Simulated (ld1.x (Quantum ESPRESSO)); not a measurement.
xenon (Xe): variants of one TM semilocal potential

Base potential:

xenon (Xe), norm-conserving Troullier–Martins (semilocal form), made with ld1.x (Quantum ESPRESSO) 7.5 (PBE, scalar-relativistic). Core [Kr] 4d10, reference 5s2 5p6. Waves: 5s (bound): rc 1.35 bohr; 5p (bound): rc 2.00 bohr; 5d channel at -0.1 Ry: rc 1.60 bohr. Local part: the d channel. Core correction: a·sin(br)/r model core inside 0.85 bohr.

Cutoffs, loose and tight: the cutoffs (Ry, on a coarse ladder) from which the occupation-weighted sum of valence levels, in a spherical-Bessel basis at the reference potential, stays within 10 and 1 mRy of its value at 400 Ry. They do not see the model core or the augmentation charge, which bear on the density cutoff. Test errors are all-electron minus pseudo excitation energies from the reference, over the configurations 5s2 5p5; 5s2 5p4; 5s2 5p3; 5s2 5p2; 5s1 5p6; 5s2 5p5.5. A dash means not determined; rows that change the core or the reference have their own tests.

A true bound ghost makes a file unfit for plane-wave use even where its test errors are small: the radial tests pick states by their node count and pass the ghost by.

A semilocal file is local in each channel, so a ghost entry of none says nothing of the separable form that plane-wave codes build from it.

```csv
change,outcome,"cutoff, loose","cutoff, tight",bound ghosts,largest test error (meV)
base,generated,70 Ry,140 Ry,none,-43
wave 5d channel at -0.1 Ry: rc 1.60 bohr becomes 5d channel at -0.1 Ry: rc 1.30 bohr,generated,70 Ry,140 Ry,none,-44
wave 5d channel at -0.1 Ry: rc 1.60 bohr becomes 5d channel at -0.1 Ry: rc 1.90 bohr,generated,70 Ry,140 Ry,none,-43
wave 5d channel at -0.1 Ry: rc 1.60 bohr becomes 5d channel at -0.1 Ry: rc 2.06 bohr,generated,70 Ry,140 Ry,none,-43
wave 5d channel at -0.1 Ry: rc 1.60 bohr becomes 5d channel at -0.1 Ry: rc 2.36 bohr,generated,70 Ry,140 Ry,none,-43
```

(1) What comes out with this change to the base: wave 5d channel at -0.1 Ry: rc 1.60 bohr becomes 5d channel at -0.1 Ry: rc 1.02 bohr?

## Answers

(1) outcome: generated; cutoff, loose: 70 Ry; cutoff, tight: 140 Ry; bound ghosts: d (extra level of the local part); largest test error (meV): -43.

Reading the sweep of the d radius (base included, trends over the rows without a ghost): The loose cutoff stays near 70 Ry. The median size of the test errors (rows with all tests solved) stays near 10.2 meV. Bound ghosts are found at 1.02 bohr.
